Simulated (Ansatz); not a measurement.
Re₄. The state is a singlet with charge 0. Geometry PBE-D4/def2-SVP.

```
atom   x (Å)   y (Å)   z (Å)
 Re1  -0.812  -0.947  -1.166
 Re2  -0.241   1.203  -0.705
 Re3  -0.323  -0.870   1.069
 Re4   1.377   0.613   0.803
```

In the def2 sets Re takes a core potential; there is no spin–orbit coupling. B3LYP takes the VWN-RPA correlation. The restricted singlet is unstable towards broken spin symmetry in Hartree–Fock (as tested in another run); at PBE-D4/def2-TZVP, r2SCAN-D4/def2-TZVP, B3LYP-D4/def2-TZVP, PBE0-D4/def2-TZVP and others this wasn't settled. Another isomer (triplet) lies 0.86 eV lower at PBE0-D4/def2-TZVP; other spin states weren't run for this one.

Question: Estimate the orbital energies around the gap (eV) in Ansatz with PBE-D4/def2-TZVP, r2SCAN-D4/def2-TZVP, B3LYP-D4/def2-TZVP, PBE0-D4/def2-TZVP, BHLYP-D4/def2-TZVP.

Answer: 
| orbital | PBE-D4/def2-TZVP | r2SCAN-D4/def2-TZVP | B3LYP-D4/def2-TZVP | PBE0-D4/def2-TZVP | BHLYP-D4/def2-TZVP |
| --- | --- | --- | --- | --- | --- |
| HOMO−9 | -7.51 | -7.58 | -8.12 | -8.32 | -9.03 |
| HOMO−8 | -7.41 | -7.52 | -8.12 | -8.30 | -8.83 |
| HOMO−7 | -6.80 | -6.88 | -7.49 | -7.66 | -8.38 |
| HOMO−6 | -6.08 | -6.03 | -6.58 | -6.70 | -7.49 |
| HOMO−5 | -5.79 | -5.87 | -6.50 | -6.65 | -7.12 |
| HOMO−4 | -5.74 | -5.71 | -6.26 | -6.37 | -6.82 |
| HOMO−3 | -5.11 | -5.16 | -5.64 | -5.75 | -6.24 |
| HOMO−2 | -4.47 | -4.54 | -5.11 | -5.23 | -5.87 |
| HOMO−1 | -3.95 | -3.95 | -4.53 | -4.62 | -5.34 |
| HOMO | -3.86 | -3.89 | -4.47 | -4.55 | -5.32 |
| LUMO | -3.82 | -3.55 | -3.27 | -2.96 | -2.07 |
| LUMO+1 | -3.23 | -3.05 | -2.58 | -2.33 | -1.51 |
| LUMO+2 | -3.18 | -2.96 | -2.44 | -2.22 | -1.18 |
| LUMO+3 | -3.13 | -2.94 | -2.44 | -2.16 | -1.03 |
| LUMO+4 | -2.99 | -2.78 | -2.42 | -2.16 | -0.97 |
| LUMO+5 | -2.67 | -2.51 | -2.09 | -1.85 | -0.94 |
